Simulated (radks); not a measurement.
The numbers below are computed, except where a source is named.
Ionisation of Br, [Ar] 3d10 4s2 4p5, to Br+, [Ar] 3d10 4s2 4p4, under several functionals. Scalar-relativistic Kohn-Sham, spin-polarised, spherical densities, finite nucleus; open shells are filled with parallel spins first; a radial shooting solver on a logarithmic mesh with Libxc functionals.

functional,E(Br) (hartree),Exc (hartree),IE (eV),-e(HOMO) (eV),<r> HOMO (bohr),IE error (eV)
BP86,-2607.07834,-92.78484,11.999,7.581,2.115,+0.185
AM05,-2603.27435,-88.93036,11.838,7.427,2.116,+0.024
HCTH/407,-2608.13310,-93.97255,11.899,7.536,2.125,+0.085
TASK exchange with Perdew-Wang LDA correlation,-2606.12114,-91.73236,12.255,7.970,2.084,+0.441
exchange-only PBE,-2604.70773,-90.36470,10.766,6.476,2.158,-1.048
OLYP,-2607.49867,-93.28460,11.669,7.297,2.123,-0.145
"LDA (Slater exchange, Perdew-Zunger correlation)",-2603.09885,-88.74711,12.150,7.681,2.116,+0.336
MS2 meta-GGA,-2606.44512,-92.12053,11.876,7.547,2.107,+0.062
Wu-Cohen GGA,-2605.87488,-91.56801,11.888,7.465,2.111,+0.074

NIST Atomic Spectra Database: 11.814 eV (measured). Closest: AM05. The Delta-SCF values span 1.49 eV, the total energies 5.03 hartree. The highest occupied level is 4p. Open shells are spherical and high-spin; term and fine-structure splittings are not resolved.
